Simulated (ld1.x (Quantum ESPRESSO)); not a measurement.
**Sn (Z = 50): one change to a TM potential, before and after**

```json
{
  "Element": "Sn",
  "Generator": "ld1.x (Quantum ESPRESSO) 7.5",
  "Type": "norm-conserving Troullier–Martins (Kleinman–Bylander form)",
  "Functional": "PW91",
  "Relativity": "scalar-relativistic",
  "Frozen core": "[Kr] 4d10",
  "Valence charge": "4",
  "Reference configuration": "5s1.5 5p2.5",
  "Partial waves": "5s (bound): rc 1.65 bohr; 5d channel at 0.1 Ry: rc 2.10 bohr; 5p (bound): rc 2.40 bohr",
  "Local potential": "the p channel",
  "Core correction": "a·sin(br)/r model core, default radius (core density twice the valence density)"
}
```

Change: non-relativistic.

Cutoffs: the cutoffs (Ry, on a coarse ladder) from which the occupation-weighted sum of valence levels, in a spherical-Bessel basis at the reference potential, stays within 10 and 1 mRy of its value at 400 Ry; they do not see the model core or the augmentation charge, which bear on the density cutoff. Errors are all-electron minus pseudo energies relative to the spin-unpolarised reference configuration.

Q: Predict the effect on cutoff, ghosts and configuration errors.

A: The potential gets neither clearly harder nor softer (25 Ry and 55 Ry → 25 Ry and 60 Ry); both files keep a bound ghost (d); of the 7 tests that both files solve, the error grows in 0 and shrinks in 7 by more than 15 % and 0.3 meV (median size 17.7 → 10.3 meV).

| quantity | base | changed |
| --- | --- | --- |
| cutoff, loose | 25 Ry | 25 Ry |
| cutoff, tight | 55 Ry | 60 Ry |
| loose cutoff by channel (10 mRy a level) | s 21 Ry, p 8 Ry | s 21 Ry, p 6 Ry |
| bound ghosts | d | d |
| error for 5s2 5p2, meV [ΔE -3.47 → -3.06 eV] | -3.5 | -2.7 |
| error for 5s2 5p1, meV [ΔE 3.46 → 3.94 eV] | -5.4 | -3.1 |
| error for 5s2 5p0, meV [ΔE 17.49 → 17.97 eV] | -41 | -24 |
| error for 5s1 5p0, meV [ΔE 48.56 → 47.82 eV] | -258 | -182 |
| error for 5s1 5p2, meV [ΔE 11.14 → 10.69 eV] | -18 | -10 |
| error for 5s1 5p3, meV [ΔE 3.53 → 3.10 eV] | -4.4 | -2.9 |
| error for 5s0 5p4, meV [ΔE 10.77 → 9.43 eV] | -39 | -28 |
| s: phases at 2.60 bohr within 0.05 rad from the reference energy up to (Ry; the scan ends near 5) | 1.5 | 1.1 |
| p: phases at 2.60 bohr within 0.05 rad from the reference energy up to (Ry; the scan ends near 5) | 3.3 | 3.3 |
| d: phases at 2.60 bohr within 0.05 rad from the reference energy up to (Ry; the scan ends near 5) | 1.0 | 1.0 |

 A true bound ghost makes a file unfit for plane-wave use even where its test errors are small: the radial tests pick states by their node count and pass the ghost by.
